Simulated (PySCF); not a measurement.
Species: C₇H₆N₂Se.
Atom-mapped SMILES: `[cH:1]1[cH:2][cH:3][n:4](-[c:5]2[n:6][cH:7][cH:8][se:9]2)[cH:10]1` (hydrogens: H11 on C1; H12 on C2; H13 on C3; H14 on C7; H15 on C8; H16 on C10)

Structure used (PBE0-D3(BJ)/def2-SVP), in Å, numbered top down from 1:
```
atom  x, y, z in Å
C1    -2.6404   -0.3233    0.6087
C2    -2.6440    0.7031   -0.3858
C3    -1.3395    0.9718   -0.7073
N4    -0.5361    0.1456    0.0557
C5     0.8465    0.1407   -0.0042
N6     1.5176    0.9016   -0.8013
C7     2.8686    0.7319   -0.6891
C8     3.3270   -0.1802    0.2124
Se9    1.8969   -0.9851    1.0879
C10   -1.3324   -0.6458    0.8592
H11   -3.5071   -0.7754    1.0865
H12   -3.5164    1.1907   -0.8164
H13   -0.8812    1.6684   -1.4032
H14    3.5245    1.3315   -1.3245
H15    4.3602   -0.4444    0.4310
H16   -0.8981   -1.3744    1.5405
```

The calculation used PySCF 2.14.0, density-fitted response routines, TDDFT wB97X-D/def2-SVPD, vertical, gas phase, core orbitals frozen in the response. The wB97X-D/def2-SVPD calculation is non-relativistic and has no spin–orbit coupling, an omission that weighs most on selenium.

Transition dipole moments from the ground state, in atomic units and in the frame of the coordinates above (overall signs are arbitrary), for the states with f of 0.002 or more among the lowest 5:

```
state  E (eV)      μx     μy      μz
   S1   4.590  -1.562  0.266  -0.200
   S2   4.895  -0.406  0.300  -0.271
   S5   5.813   0.605  0.352  -0.383
```

Question: Work out the oscillator strengths.

Answer: f = (2/3) ΔE |μ|² with ΔE in hartree (27.2114 eV).

```
state  |μ|² (au)  |μ| (D)      f
   S1      2.550     4.06  0.287
   S2      0.328     1.46  0.039
   S5      0.636     2.03  0.091
```

Question: All atoms lie in one plane. Which transitions are polarised in it and which across it?

Answer: In the plane: S1, S2 and S5. No state is polarised perpendicular to it. In-plane polarisation joins two orbitals of the same parity under reflection in the plane (π with π, or σ with σ, in-plane lone pairs counted as σ); perpendicular polarisation joins orbitals of opposite parity.

Question: What angle do the transition dipoles of S1 and S2 make?

Answer: |cos θ| = |μa·μb| / (|μa| |μb|) = 0.84, so θ ≈ 33° (taken between 0 and 90°, since the signs are arbitrary).

Question: What peak molar absorption coefficient would the strongest computed level give as a lone Gaussian band 0.5 eV wide at half height?

Answer: ε(max) = 2.175×10⁸ f / FWHM, with the width in cm⁻¹. S1: 2.175×10⁸ × 0.2868 / 4033 ≈ 15000 L mol⁻¹ cm⁻¹.

Cost: about 3 min of CPU time on one thread; the machine was shared, so the figure is rough.

One conformer stands for the species.
